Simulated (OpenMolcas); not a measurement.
A run on Cl2+.

| Quantity | Value |
| --- | --- |
| Program | OpenMolcas |
| Method | MS-RASPT2, IPEA 0.25 Eh, imaginary shift 0.1 Eh (closed shells correlated: 2s 2p 3s) |
| Basis | ANO-RCC [8s7p5d4f2g] |
| Scalar Hamiltonian | DKH2, point nucleus |
| Active space | 3 electrons in 9 orbitals (RAS2 3p; RAS3 3d 4s, at most 1 electron) |
| State averaging | 2S+1 = 4 odd, 1 root; 2S+1 = 2 odd, 8 roots; 2S+1 = 4 even, 18 roots; 2S+1 = 2 even, 54 roots |
| Spin-orbit coupling | RASSI with atomic mean-field integrals over the reference wave functions, term energies averaged over their components |

First CASPT2 step and the start of its output:

```
&CASPT2
Multistate=1 1
Frozen=1 0
IPEA=0.25
Imaginary=0.1
MaxIter=60
WThr=0.0 0.3 0.05
PrWF=0.5
NoMix
```

```
--- CASPT2 ---
Orbital specifications:
      -----------------------

      Symmetry species                           1   2
                                                ag  au
      Frozen orbitals                            1   0
      Inactive orbitals                          2   3
      Active orbitals                            6   3
      Secondary orbitals                        42  43
      Deleted orbitals                           0   0
      Number of basis functions                 51  49
Type of calculation                        SS-CASPT2
      Fock operator                              state-specific
      IPEA shift                                 0.25
      Real shift                                 0.00
      Imaginary shift                            0.10
      The input orbitals will be transformed to quasi-canonical
Reference energy:        -459.6367076370
      E2 (Non-variational):      -0.2586499989
      Shift correction:          -0.0001226673
      E2 (Variational):          -0.2587726662
      Total energy:            -459.8954803032
      Residual norm:              0.0000001009
      Reference weight:           0.96510
      Contributions to the CASPT2 correlation energy
      Active & Virtual Only:         -0.0084331009
      One Inactive Excited:          -0.0971412025
      Two Inactive Excited:          -0.1530756955
::    CASPT2 Root  1     Total energy:   -459.89548030
--- CASPT2 ---
Orbital specifications:
      -----------------------

      Symmetry species                           1   2
                                                ag  au
      Frozen orbitals                            1   0
      Inactive orbitals                          2   3
      Active orbitals                            6   3
...
```

Over all roots the printed reference weights run from 0.58 to 0.97, and roots that are degenerate in the reference spread by up to 4800 cm-1.

Task: Did the run give usable levels, and if not, why?

Result: No. The equations converged, but the reference weight falls to 0.58 for at least one root against 0.97 for the best. A drop of that size marks an intruder state, so the energies of such roots and the levels built on them can't be trusted.
